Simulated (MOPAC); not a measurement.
MOPAC input (PM6):

```
PM6 FORCE THERMO(298,298) PRECISE LET CHARGE=1 GEO-OK AUX(PRECISION=9) THREADS=1
C3H7S

C     0.00672907 1    1.33034809 1    0.29655692 1
C    -1.16257713 1    0.34636210 1    0.11128206 1
S    -0.00558462 1   -1.02356553 1   -0.13384393 1
C     1.16563744 1    0.33227209 1    0.12157700 1
H     0.00539878 1    1.83469925 1    1.28474658 1
H     0.01498761 1    2.15062560 1   -0.44921988 1
H    -1.85558954 1    0.59408304 1   -0.71390856 1
H    -1.81224397 1    0.22785043 1    1.00439659 1
H     1.86887457 1    0.57157288 1   -0.69741477 1
H     1.80590553 1    0.20598321 1    1.02041317 1
H    -0.00074368 1   -1.19284480 1   -1.46220781 1
```

Output:

```
 *******************************************************************************
 **                                                                           **
 **                              MOPAC v23.2.5                                **
 **                                                                           **
 *******************************************************************************
 ** MOPAC's Digital Object Identifier: https://doi.org/10.5281/zenodo.6511958 **
 **                                                                           **
 ** Please cite the open-source release paper for use of this MOPAC version:  **
 ** J. E. Moussa and J. J. P. Stewart (2026)                                  **
 ** MOPAC: An open-source semiempirical molecular orbital program             **
 ** J. Open Source Softw., 11(119), 8025, https://doi.org/10.21105/joss.08025 **
 *******************************************************************************

                              PM6 CALCULATION RESULTS

 *******************************************************************************
 *  PM6        - The PM6 Hamiltonian to be used
 *  GEO-OK     - OVERRIDE INTERATOMIC DISTANCE AND OTHER SAFETY CHECKS
 *
 *
 *
 *                 CHARGE ON SYSTEM = +1
 *
 *
 *
 *  LET        - OVERRIDE SOME SAFETY CHECKS
 *  PRECISE    - TIGHTER CRITERIA TO BE USED
 *  FORCE      - FORCE CALCULATION SPECIFIED
 *  AUX        - OUTPUT AUXILIARY INFORMATION
 *  THERMO     - THERMODYNAMIC QUANTITIES TO BE CALCULATED
 *******************************************************************************
PM6 FORCE THERMO(298,298) PRECISE LET CHARGE=1 GEO-OK AUX(PRECISION=9) THREADS=1
 C3H7S

   ATOM   CHEMICAL          X               Y               Z
  NUMBER   SYMBOL      (ANGSTROMS)     (ANGSTROMS)     (ANGSTROMS)

     1       C          0.00672907  *   1.33034809  *   0.29655692  *
     2       C         -1.16257713  *   0.34636210  *   0.11128206  *
     3       S         -0.00558462  *  -1.02356553  *  -0.13384393  *
     4       C          1.16563744  *   0.33227209  *   0.12157700  *
     5       H          0.00539878  *   1.83469925  *   1.28474658  *
     6       H          0.01498761  *   2.15062560  *  -0.44921988  *
     7       H         -1.85558954  *   0.59408304  *  -0.71390856  *
     8       H         -1.81224397  *   0.22785043  *   1.00439659  *
     9       H          1.86887457  *   0.57157288  *  -0.69741477  *
    10       H          1.80590553  *   0.20598321  *   1.02041317  *
    11       H         -0.00074368  *  -1.19284480  *  -1.46220781  *

          CARTESIAN COORDINATES

    NO.       ATOM           X           Y           Z

     1         C          0.0067      1.3303      0.2966
     2         C         -1.1626      0.3464      0.1113
     3         S         -0.0056     -1.0236     -0.1338
     4         C          1.1656      0.3323      0.1216
     5         H          0.0054      1.8347      1.2847
     6         H          0.0150      2.1506     -0.4492
     7         H         -1.8556      0.5941     -0.7139
[...]
 VIBRATION         23   13A'          ATOM PAIR      ENERGY CONTRIBUTION    RADIAL
 FREQUENCY          2656.54         C  1 -- H  5         +34.6% ( 60.7%)     97.7%
 TRANSITION DIPOLE   1.1856         C  1 -- H  6         +33.2% ( 59.5%)     97.6%
 TRAVEL (Ang.)       0.3113         S  3 -- H 11          +8.9% ( 30.7%)    100.0%
 REDUCED MASS        0.2619         C  4 -- H 10          +5.5% ( 24.2%)     97.8%
 EFFECTIVE MASS      1.4638
 FORCE CONSTANT      1.0892

 VIBRATION         24   14A'          ATOM PAIR      ENERGY CONTRIBUTION    RADIAL
 FREQUENCY          2671.34         S  3 -- H 11         +88.7% ( 94.5%)     99.9%
 TRANSITION DIPOLE   1.4279         C  1 -- H  5          +2.4% ( 15.4%)     97.5%
 TRAVEL (Ang.)       0.1793         C  1 -- H  6          +2.3% ( 15.3%)     97.6%
 REDUCED MASS        0.7847         C  4 -- H 10          +2.0% ( 14.2%)     97.9%
 EFFECTIVE MASS      1.3351
 FORCE CONSTANT      3.2994

 VIBRATION         25   11A"          ATOM PAIR      ENERGY CONTRIBUTION    RADIAL
 FREQUENCY          2715.93         C  2 -- H  7         +27.4% ( 51.5%)     97.4%
 TRANSITION DIPOLE   1.4955         C  4 -- H  9         +27.4% ( 51.5%)     97.4%
 TRAVEL (Ang.)       0.3191         C  2 -- H  8         +22.0% ( 46.2%)     95.8%
 REDUCED MASS        0.2438         C  4 -- H 10         +22.0% ( 46.2%)     95.8%
 EFFECTIVE MASS      1.2430
 FORCE CONSTANT      1.0594

 VIBRATION         26   15A'          ATOM PAIR      ENERGY CONTRIBUTION    RADIAL
 FREQUENCY          2724.31         C  2 -- H  7         +20.9% ( 45.0%)     96.8%
 TRANSITION DIPOLE   0.1912         C  4 -- H  9         +20.9% ( 45.0%)     96.8%
 TRAVEL (Ang.)       0.3804         C  4 -- H 10         +17.2% ( 40.9%)     95.2%
 REDUCED MASS        0.1711         C  2 -- H  8         +17.2% ( 40.9%)     95.2%
 EFFECTIVE MASS      1.2962         C  1 -- H  6         +11.3% ( 33.2%)     95.8%
 FORCE CONSTANT      0.7480         C  1 -- H  5         +11.0% ( 32.7%)     95.6%

 VIBRATION         27   16A'          ATOM PAIR      ENERGY CONTRIBUTION    RADIAL
 FREQUENCY          2734.17         C  1 -- H  6         +39.2% ( 61.6%)     96.9%
 TRANSITION DIPOLE   0.8529         C  1 -- H  5         +37.3% ( 60.2%)     96.5%
 TRAVEL (Ang.)       0.2853         C  2 -- H  7          +6.0% ( 24.1%)     97.2%
 REDUCED MASS        0.3030         C  4 -- H  9          +6.0% ( 24.1%)     97.2%
 EFFECTIVE MASS      1.2466
 FORCE CONSTANT      1.3344

      SYMMETRY NUMBER FOR POINT-GROUP Cs  =  1

          SYSTEM IS A GROUND STATE

 C3H7S

          MOLECULE IS NOT LINEAR

          THERE ARE 27 GENUINE VIBRATIONS IN THIS SYSTEM
          THIS THERMODYNAMICS CALCULATION IS LIMITED TO
          MOLECULES WHICH HAVE NO INTERNAL ROTATIONS

                    CALCULATED THERMODYNAMIC PROPERTIES
                                          *
   TEMP. (K)   PARTITION FUNCTION   H.O.F.    ENTHALPY  HEAT CAPACITY ENTROPY
                                   KCAL/MOL   CAL/MOLE    CAL/K/MOL  CAL/K/MOL

 298.00  VIB.     0.2628D+01                  1048.7789    10.5180     5.4392
         ROT.     0.5221D+05                   888.2803     2.9808    24.5680
         INT.     0.1372D+06                  1937.0592    13.4989    30.0072
         TRA.     0.6298D+27                  1480.4672     4.9680    38.8641
         TOT.                      165.772    3417.5264    18.4669    68.8713

   *: NOTE: HEATS OF FORMATION ARE RELATIVE TO THE
            ELEMENTS IN THEIR STANDARD STATE AT 298K
              (=  Standard Enthalpy of Formation).

            Hvib:  Zero-point energy is not included.
                   frequencies of less than zero cm-1 are not included.
            Hrot = (3/2)RT
            Htra = (3/2)RT + pV = (5/2)RT

            Heat capacity is Cp, not Cv

          For more information, see: HTTP://OpenMOPAC.net/Manual/thermochemistry.html

           FORCE CONSTANT IN CARTESIAN COORDINATES (Millidynes/A)

    ATOM   CHEMICAL       X               Y               Z
   NUMBER   SYMBOL  FORCE CONSTANT  FORCE CONSTANT  FORCE CONSTANT

      1       C        6.764949        6.973577        6.322278
      2       C        6.725449        4.701120        5.981359
      3       S        3.748667        3.965067        4.867102
      4       C        5.128893        6.297992        5.981043
      5       H        1.234726        1.419448        2.703311
      6       H        1.238457        1.416071        2.709906
      7       H        1.265126        1.371036        2.564673
      8       H        1.244556        1.180957        2.753422
      9       H        1.573105        1.069200        2.558530
     10       H        1.349548        1.070010        2.759376
     11       H        0.536434        0.594500        3.706612

 **********************
 *                    *
 * JOB ENDED NORMALLY *
 *                    *
 **********************

 == MOPAC DONE ==
```

The dipole moment of an ion depends on the origin.
